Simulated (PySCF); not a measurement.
Al(Cl)(OMe)(NH2) (CH5AlClNO), SMILES C[O][Al]([Cl])[NH2].

Geometry: ωB97X-D3(BJ)/def2-SVP. The structure was generated by enumeration; whether it is a known compound was not checked. One conformer was computed; it need not be the lowest.

Level of theory: PySCF with IEF-PCM-B3LYP/def2-SVP.

The values are the electrostatic part of the solvation free energy, E(continuum) − E(gas) at the gas-phase geometry, in a cavity of scaled van der Waals radii (PySCF's table); cavitation and dispersion terms are not included. A continuum can't describe solvent molecules that bind to the metal. In vacuum the orbital gap is 6.78 eV. The dipole moment in vacuum is 1.39 D.

Computed values in water (ε = 78.36), toluene (ε = 2.37), ethanol (ε = 24.85):
```json
[
 {"solvent": "water", "ε": "78.36", "ΔG(elec) (kcal/mol)": "-5.3", "dipole (D)": "1.67", "gap (eV)": "6.79"},
 {"solvent": "toluene", "ε": "2.37", "ΔG(elec) (kcal/mol)": "-2.5", "dipole (D)": "1.54", "gap (eV)": "6.77"},
 {"solvent": "ethanol", "ε": "24.85", "ΔG(elec) (kcal/mol)": "-5.0", "dipole (D)": "1.66", "gap (eV)": "6.78"}
]
```
